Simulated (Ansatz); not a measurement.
`CB(N)CCl` and `CB(F)CCl` differ in one atom or group.

Ansatz, PBE0-D4/def2-TZVP geometries, multiplicity 1. Each molecule was computed in one conformer, which needn't be the lowest.

| property | `CB(N)CCl` |
| --- | --- |
| LUMO energy (PBE0/def2-TZVPP) / eV | 0.10 |
| size of the dipole moment (PBE/def2-TZVPP) / D | 2.85 |
| HOMO energy (B3LYP/def2-TZVPP) / eV | -7.57 |
| HOMO–LUMO gap (PBE/def2-TZVPP) / eV | 5.49 |
| HOMO–LUMO gap (B3LYP/def2-TZVPP) / eV | 7.42 |
| size of the dipole moment (ωB97M-V/def2-TZVPP) / D | 2.88 |

**Question.** Give the same properties after the change, and the shifts. (Estimate.)

**Answer.** Ansatz gave: 
| property | `CB(F)CCl` | shift |
| --- | --- | --- |
| LUMO energy (PBE0/def2-TZVPP) / eV | -0.78 | -0.88 |
| size of the dipole moment (PBE/def2-TZVPP) / D | 1.86 | -0.99 |
| HOMO energy (B3LYP/def2-TZVPP) / eV | -8.05 | -0.48 |
| HOMO–LUMO gap (PBE/def2-TZVPP) / eV | 5.05 | -0.44 |
| HOMO–LUMO gap (B3LYP/def2-TZVPP) / eV | 7.02 | -0.40 |
| size of the dipole moment (ωB97M-V/def2-TZVPP) / D | 1.98 | -0.90 |

With PBE0 the HOMO falls by 0.47 eV and the LUMO falls by 0.88 eV, so the gap narrows by about 0.41 eV. PBE moves the HOMO by -0.45 eV and ωB97M-V by -0.47 eV. Dipoles are sizes alone; their direction can turn.

B3LYP here is the variant with VWN-RPA as its local correlation; programs differ in this.
